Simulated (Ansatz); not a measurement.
C2H6AlF (SMILES [CH3][Al]([CH3])[F]), singlet, geometry from GFN2-xTB (such geometries of metal compounds can be far from the true shape). Base run: HF/STO-3G in Ansatz (a quantum-chemistry and plane-wave program).

Ansatz was given this input:
Ansatz 0.2 input:
```yaml
crystal:
  periodic: [false, false, false]
  atoms:
    - {symbol: Al, position_ang: [-0.01873622, 0.01128456, -0.01949987]}
    - {symbol: C, position_ang: [1.82868265, -0.13941676, -0.74158589]}
    - {symbol: H, position_ang: [2.23712794, -1.14909666, -0.65766910]}
    - {symbol: H, position_ang: [2.53495403, 0.51967783, -0.23045799]}
    - {symbol: H, position_ang: [1.84292245, 0.13399660, -1.80155726]}
    - {symbol: C, position_ang: [-0.74425394, -0.52313267, 1.75297945]}
    - {symbol: H, position_ang: [-1.55785866, -1.24709688, 1.64474875]}
    - {symbol: H, position_ang: [-1.17283915, 0.33536843, 2.27920618]}
    - {symbol: H, position_ang: [0.00348516, -0.96852525, 2.41114294]}
    - {symbol: F, position_ang: [-1.12786591, 0.68936370, -1.05114186]}
basis:
  gaussian:
    orbitals: STO-3G
hamiltonian:
  xc: hf
```

Each row names what was changed in the base input (with any setting that the change needs).

```csv
change,ΔE vs base (mEh)
base,0.000
nuclear_model = gaussian,0.100
lower_state_search = off,0.000
lower_state_search = full,0.000
accuracy = high,-0.007
lower_state_search = light,0.000
fitting.mean_field = cc-pVTZ-JKFIT,…
fitting.mean_field = def2-universal-JKFIT,…
"point_charge = charge:1.0 position_ang:4.8872, 2.3904, 2.493",1.994
"point_charge = charge:-1.0 position_ang:3.9649, -4.5801, 0.4592",-3.011
forces = on,0.000
```

Question: Complete the blanks.

Answer: 
- fitting.mean_field = cc-pVTZ-JKFIT, ΔE vs base (mEh): -0.060
- fitting.mean_field = def2-universal-JKFIT, ΔE vs base (mEh): -0.601
